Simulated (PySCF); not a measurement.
PySCF 2.14 output of an unrestricted r2SCAN calculation on a single atom or ion in aug-cc-pVTZ-DK, with the spin-free X2C one-electron Hamiltonian (Gaussian nucleus):

```
SCF conv_tol = 1e-09
number electrons alpha = 11  beta = 9
    J. W. Furness, A. D. Kaplan, J. Ning, J. P. Perdew, and J. Sun.,  J. Phys. Chem. Lett. 11, 8208-8215 (2020)
    J. W. Furness, A. D. Kaplan, J. Ning, J. P. Perdew, and J. Sun.,  J. Phys. Chem. Lett. 11, 9248-9248 (2020)
    J. W. Furness, A. D. Kaplan, J. Ning, J. P. Perdew, and J. Sun.,  J. Phys. Chem. Lett. 11, 8208-8215 (2020)
    J. W. Furness, A. D. Kaplan, J. Ning, J. P. Perdew, and J. Sun.,  J. Phys. Chem. Lett. 11, 9248-9248 (2020)
cycle= 1 E= -852.735665670254  delta_E= -0.00585  |g|= 0.013  |ddm|= 1.89
cycle= 2 E= -852.735719262909  delta_E= -5.36e-05  |g|= 0.00226  |ddm|= 0.0928
cycle= 3 E= -852.735720833513  delta_E= -1.57e-06  |g|= 0.000612  |ddm|= 0.0463
cycle= 4 E= -852.735720946321  delta_E= -1.13e-07  |g|= 0.000126  |ddm|= 0.00936
cycle= 5 E= -852.735720952132  delta_E= -5.81e-09  |g|= 6.96e-06  |ddm|= 0.00252
cycle= 6 E= -852.735720952172  delta_E= -4.05e-11  |g|= 6.67e-07  |ddm|= 5.96e-05
converged SCF energy = -852.735720952172  <S^2> = 2.0009395  2S+1 = 3.0006263
```

The run itself started from symmetry-adapted Hartree-Fock orbitals and held the occupation by maximum overlap, on a logarithmic radial grid, so the iterations belong to that start.

Task: Which element, charge and spin multiplicity is this?

Result: Ti(2+) (titanium, charge +2), multiplicity 3; the state was [Ar] 3d1 4s1, high-spin 3D determinant (an excited configuration).
